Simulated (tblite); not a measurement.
C₇H₁₁NOSi.
SMILES with atom numbers: `[CH2:1]=[CH:2][CH2:3][CH2:4][c:5]1[cH:6][n:7][o:8][c:9]1[SiH3:10]` (hydrogens: H11, H12 on C1; H13 on C2; H14, H15 on C3; H16, H17 on C4; H18 on C6; H19, H20, H21 on Si10)

Structure used (GFN2-xTB), in Å, numbered top down from 1:
```
atom  x, y, z in Å
C1     2.1228   -0.4274    1.2662
C2     1.4957    0.6868    0.9408
C3     1.3728    1.2134   -0.4524
C4    -0.0997    1.2378   -0.9012
C5    -0.6579   -0.1401   -0.9318
C6    -0.5415   -1.0959   -1.9686
N7    -1.1098   -2.2214   -1.6366
O8    -1.6099   -2.0576   -0.3921
C9    -1.3463   -0.8140    0.0495
Si10  -1.9473   -0.3844    1.7737
H11    2.1796   -0.7763    2.2831
H12    2.6163   -1.0370    0.5268
H13    1.0026    1.2781    1.7020
H14    1.7669    2.2325   -0.4946
H15    1.9515    0.5913   -1.1379
H16   -0.6794    1.8503   -0.2081
H17   -0.1634    1.6803   -1.8980
H18   -0.0731   -0.9891   -2.9267
H19   -3.2027   -1.0958    1.9963
H20   -2.1564    1.0647    1.8172
H21   -0.9297   -0.7794    2.7466
```

Computed values, GFN2-xTB/tblite, gas phase, harmonic and unscaled. Against measured fundamentals such values can be off by several per cent, at times by over 20. Modes of hydrogen on silicon can be 10 to 20 % off. One conformer, not necessarily the lowest.

Harmonic wavenumbers (cm⁻¹): 35.2, 50.2, 74.6, 95.0, 139.2, 153.4, 168.2, 268.2, 331.5, 400.4, 434.0, 472.6, 538.7, 552.8, 633.5, 642.2, 658.8, 688.9, 770.4, 776.2, 787.8, 860.5, 871.7, 895.6, 920.0, 944.9, 952.7, 1002.8, 1020.4, 1045.0, 1068.5, 1113.9, 1142.2, 1168.7, 1192.4, 1200.7, 1283.7, 1313.6, 1323.0, 1395.0, 1417.1, 1455.8, 1468.4, 1476.8, 1587.9, 1720.9, 2258.3, 2281.1, 2302.8, 2955.8, 2972.4, 2982.9, 2991.3, 3050.9, 3099.7, 3125.7, 3174.9.

A = 1337, B = 1012, C = 758.2 MHz; mass 153.061 u (most abundant isotopes); point group C1, symmetry number 1.

Task: What is the zero-point energy?

Result: ½Σν̃ = 34855 cm⁻¹ = 416.96 kJ/mol.

Task: What is S at 350 K and 1 bar for an ideal gas of classical rigid rotors and harmonic oscillators?

Result: Translation 174.93, rotation 128.06, vibration 176.57: S = 479.6 J/(mol K).

Task: And Cp and H(350 K) − H(0)?

Result: Cp = 208.33 J/(mol K), of which vibrations give 175.08 (their classical limit is 57 R = 473.9); H(350 K) − H(0) = 42.62 kJ/mol without the zero-point energy, 30.98 from vibrations.

Task: How do the functions run with temperature in this model?

Result: 
| T (K) | S (J/(mol K)) | Cp (J/(mol K)) | H − H(0) (kJ/mol) | G − H(0) (kJ/mol) | ln q(vib) |
| --- | --- | --- | --- | --- | --- |
| 50 | 260.1 | 64.7 | 2.36 | -10.65 | 0.95 |
| 100 | 312.5 | 87.9 | 6.21 | -25.05 | 2.69 |
| 298.15 | 448.3 | 182.2 | 32.49 | -101.16 | 9.01 |
| 373.15 | 493.3 | 219.5 | 47.58 | -136.48 | 11.29 |
| 500 | 565.3 | 273.0 | 78.95 | -203.67 | 15.13 |
| 750 | 690.9 | 345.6 | 157.02 | -361.14 | 22.42 |
| 1000 | 797.0 | 391.2 | 249.53 | -547.48 | 29.21 |

q(vib) and H(0) count from the zero-point level.

Task: Which modes carry the vibrational entropy at 350 K?

Result: 35.2 cm⁻¹: 24.39; 50.2 cm⁻¹: 21.45; 74.6 cm⁻¹: 18.17; 95.0 cm⁻¹: 16.18; 139.2 cm⁻¹: 13.07; 153.4 cm⁻¹: 12.28 J/(mol K); the other 51 give 71.01 together.

Hindered rotation and anharmonicity are outside this model. Other conformers, if any are populated, would add a mixing term that is left out. The structure is chiral; the term R ln 2 for an equal mix with its mirror image is left out.

The run took 0.99 s on an Arm Neoverse V1 with one thread, no GPU, shared host with 32 logical CPUs at a one-minute load of 27. This covers the Hessian and the dipole derivatives.
